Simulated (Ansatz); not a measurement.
Worked example: SbHF2 → SbF2 + H

Species: SbHF2 `[F][SbH][F]`, singlet; SbF2 `[F][Sb][F]`, doublet; H atom, doublet. 

Shapes, held fixed at every level: PBE0-D4/def2-TZVP. Programs: Ansatz 0.2.0. The zero-point and thermal change to 298 K, harmonic and unscaled (PBE0-D4/def2-TZVP), is -14.0 kJ/mol.

At CCSD(T)/def2-TZVPP; 1 Eh = 2625.50 kJ/mol:

```
species  energy (Eh)
  SbHF2  -439.722739
   SbF2  -439.114501
      H    -0.499810
```

Work out ΔH(298 K) of the reaction at this level.


1. Products less reactants: (-439.114501) + (-0.499810) − [(-439.722739)] = 0.108428 Eh = +284.7 kJ/mol.
2. With the thermal change: +284.7 + (-14.0) = +270.7 kJ/mol.

Other levels give +244.2 (MP2/def2-SVP) to +265.0 kJ/mol (BHLYP-D4/def2-TZVPP). No measured value is set beside it here. Open shells run unrestricted unless RO is named. For atoms past krypton def2 sets carry core potentials with scalar relativity. Correlated rows may include outer-core shells of Sb, which these sets cover unevenly.
